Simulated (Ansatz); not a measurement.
Si2Te. Total charge 0; singlet. Geometry relaxed at r2SCAN-D4/def2-TZVP.

```xyz
3

Si    1.0946   -0.1974   -0.8560
Si   -1.0773   -0.8945   -0.0959
Te   -0.0173    1.0919    0.9519
```

In the def2 sets Te takes a core potential; there is no spin–orbit coupling. The structure comes from a short search, and lower isomers may exist.

(1) Estimate the harmonic wavenumbers at RKS r2SCAN-D4/def2-TZVP (Ansatz, unscaled). Is this a minimum?

## Answers

(1) 301, 341, 443 cm⁻¹. Yes, no mode is imaginary beyond noise. Zero-point energy 6.5 kJ/mol. Hardware: 2 threads of AMD EPYC 7R13 on a shared host. Wall time 20 s.
